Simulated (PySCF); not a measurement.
Si (silicon, neutral) across methods

[Ne] 3s2 3p1 3d1, one real determinant (an excited configuration). All numbers are calculated (PySCF 2.14, no relativity, point nucleus, in dyall-av2z (13s9p2d, 50 functions)).

| method | E (hartree) | mean ε 3s β (eV) | mean ε 3p α (eV) | mean ε 3d α (eV) | Σ⟨r²⟩ (bohr²) | ⟨S²⟩ |
| --- | --- | --- | --- | --- | --- | --- |
| wB97X-V | -289.0452 | -15.357 | -9.301 | -0.588 | 40.25 | 2.003 |
| LDA | -287.9593 | -12.021 | -6.086 | 0.999 | 40.25 | 2.001 |
| B3LYP | -289.1383 | -12.865 | -6.876 | 0.654 | 40.35 | 2.002 |
| PBE0 | -288.9910 | -12.961 | -7.225 | 0.453 | 40.38 | 2.003 |
| BP86 | -289.1494 | -12.051 | -6.196 | 0.756 | 40.27 | 2.002 |
| UHF | -288.57262 | -15.140 | -9.950 | -0.143 | 41.25 | 2.011 |
| PW91 | -289.1052 | -11.908 | -6.179 | 0.808 | 40.23 | 2.002 |
| r2SCAN | -289.0784 | -12.088 | -6.472 | 0.878 | 40.35 | 2.006 |
| PBE | -288.9749 | -11.859 | -6.138 | 0.819 | 40.28 | 2.002 |

⟨L²⟩ = 8.01 against 12 for a pure F term, so this real determinant mixes terms. The outer electron is Rydberg-like, and this basis confines it to a smaller radius and binds it less than a complete one would.

The highest occupied level is positive at LDA, B3LYP, PBE0, BP86, PW91, r2SCAN, PBE: only the finite basis holds that electron, which in a density functional comes from self-interaction.
